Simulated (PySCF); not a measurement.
Si(H)(vinyl)(NH2)2 (C2H8N2Si), SMILES C=C[SiH](N)N. Atoms are numbered in the order given.

```xyz
13

Si     0.3817     0.3387    -0.3754
N      1.2311    -0.9150    -1.2061
N      1.0775     0.7701     1.1522
C     -1.3789    -0.2943    -0.2318
C     -2.0641    -0.2498     0.9216
H      0.4298     1.6185    -1.1485
H      0.8988    -1.8722    -1.1643
H      2.2369    -0.8781    -1.3366
H      1.1498     0.1066     1.9174
H      1.0268     1.7240     1.4942
H     -1.8861    -0.7119    -1.1153
H     -3.0953    -0.6128     1.0164
H     -1.6065     0.1631     1.8308
```

Geometry optimised at r2SCAN-D4/def2-SVP. Other conformers were not sampled.

Calculation: TDA-LC-ωPBE/def2-SVPD run with PySCF 2.14.0.

Vertical excitations. The molecule is in vacuum.

```tsv
state	energy (eV)	λ (nm)	f	main pairs
S1	6.52	190	0.006	HOMO→LUMO 60 %, HOMO−3→LUMO 20 %
S2	7.12	174	0.033	HOMO→LUMO+1 26 %, HOMO−1→LUMO 17 %, HOMO→LUMO 15 %, HOMO−3→LUMO 12 %
S3	7.28	170	0.041	HOMO−1→LUMO 31 %, HOMO→LUMO+1 18 %, HOMO−1→LUMO+1 14 %, HOMO→LUMO+2 12 %
S4	7.78	159	0.537	HOMO−2→LUMO 80 %
S5	7.96	156	0.037	HOMO−3→LUMO 36 %, HOMO→LUMO+1 16 %, HOMO→LUMO 15 %, HOMO−3→LUMO+1 6 %
S6	8.12	153	0.020	HOMO−1→LUMO 33 %, HOMO→LUMO+2 24 %, HOMO−1→LUMO+1 13 %
S7	8.23	151	0.071	HOMO−2→LUMO+1 61 %, HOMO−2→LUMO+3 17 %
S8	8.56	145	0.039	HOMO→LUMO+4 33 %, HOMO→LUMO+5 16 %, HOMO→LUMO+10 9 %
S9	8.71	142	0.010	HOMO→LUMO+4 14 %, HOMO→LUMO+6 13 %, HOMO−1→LUMO+5 9 %, HOMO−1→LUMO+4 8 %
S10	8.79	141	0.013	HOMO−5→LUMO 22 %, HOMO−4→LUMO 10 %, HOMO→LUMO+3 9 %, HOMO→LUMO+9 7 %
T1	4.04	307	0	HOMO−2→LUMO 72 %, HOMO−2→LUMO+1 14 %
T2	5.93	209	0	HOMO→LUMO 41 %, HOMO−3→LUMO 33 %, HOMO−3→LUMO+1 7 %, HOMO−1→LUMO 7 %
T3	6.63	187	0	HOMO→LUMO 25 %, HOMO→LUMO+1 19 %, HOMO−1→LUMO 11 %, HOMO−1→LUMO+2 9 %
T4	6.80	182	0	HOMO−1→LUMO 23 %, HOMO→LUMO+1 16 %, HOMO−1→LUMO+1 15 %, HOMO→LUMO+2 14 %
```
Triplets are in the Tamm–Dancoff approximation.
